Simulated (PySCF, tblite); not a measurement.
**Question.** What does the GFN2-xTB structure of `[PH-]C#C` look like in three dimensions? (Charge -1.)

**Answer.** 
Z-matrix in Å and degrees, rows numbered from 1:
```
C 
C   1  1.2102
P   2  1.7311  1  173.22
H   1  1.0529  2  176.22  3  -179.14
H   3  1.3794  2   93.35  1  -179.81
```

P3 (phosphorus bonded to C and H) is bent (angle 93.4°).

Computed geometry: GFN2-xTB, gas phase.

Point group: Cs (tolerance 0.08 Å). Its GFN2-xTB frequencies are all real (lowest 122 cm⁻¹).

***

Task: Write a Z-matrix for `[F][Ga-]([F])([F])[F]` ([GaF4]-) as optimised with PBE0-D3(BJ)/def2-SVP. (Charge -1.)

Result: 
Z-matrix in Å and degrees, rows numbered from 1:
```
Ga
F   1  1.7824
F   1  1.7828  2  109.45
F   1  1.7827  2  109.44  3  -119.94
F   1  1.7828  2  109.45  3   120.01
```

Ga1 (gallium bonded to 4 F) is tetrahedral (angles from 109.4° to 109.5°). All 4 F–Ga bonds measure 1.782 to 1.783 Å.

Method used: PBE0-D3(BJ)/def2-SVP geometry optimisation, gas phase in PySCF 2.14.0.

Point group: Td (every atom within 0.08 Å of its image). PBE0-D3(BJ)/def2-SVP frequencies: not computed here. The geometry's basis has no diffuse functions, a weakness for an anion.

***

Task: Write Cartesian coordinates for [CuF4]-, `[F][Cu-]([F])([F])[F]` as optimised with PBE0-D3(BJ)/def2-SVP. (Charge -1 and singlet state.)

Result: 
```xyz
5
CuF4 angstrom
Cu     0.0003    0.0003    0.0000
F      1.7627   -0.0036    0.0017
F     -0.0010    1.7627    0.0028
F     -1.7621    0.0027   -0.0017
F      0.0002   -1.7621   -0.0029
```

Any rigid rotation of these coordinates is as good. Atoms count from 1 in this order. The 5 heavy atoms lie in one plane (0.000 Å rms). Cu1 (copper bonded to 4 F) is square planar (angles from 89.9° to 180.0°). All 4 Cu–F bonds measure 1.762 Å.

Bonds between heavy atoms (Å): Cu1–F2 1.762, Cu1–F3 1.762, Cu1–F4 1.762, Cu1–F5 1.762.

Method used: PBE0-D3(BJ)/def2-SVP geometry optimisation, gas phase (PySCF).

Point group: D4h (tolerance 0.08 Å). Whether it is a minimum is left open (no frequencies).

***

Question: What does the PBE0-D3(BJ)/def2-SVP structure of `[GeH3][Br]` look like in three dimensions?

Answer: 
```
atom  x, y, z in Å
Ge1    0.1244    0.1702   -0.0529
Br2    2.4323    0.2254    0.0805
H3    -0.3930   -0.4867    1.2334
H4    -0.3601    1.6207   -0.1764
H5    -0.2453   -0.6549   -1.2926
```

Any rigid rotation of these coordinates is as good. Atoms count from 1 in this order. Ge1 (germanium bonded to Br and 3 H) is tetrahedral (angles from 107.3° to 111.5°).

Bonds between heavy atoms (Å): Ge1–Br2 2.312.

Computed, not measured: PBE0-D3(BJ)/def2-SVP geometry optimisation, gas phase (PySCF 2.14.0).

Point group: C3v (every atom within 0.08 Å of its image). No frequency check.
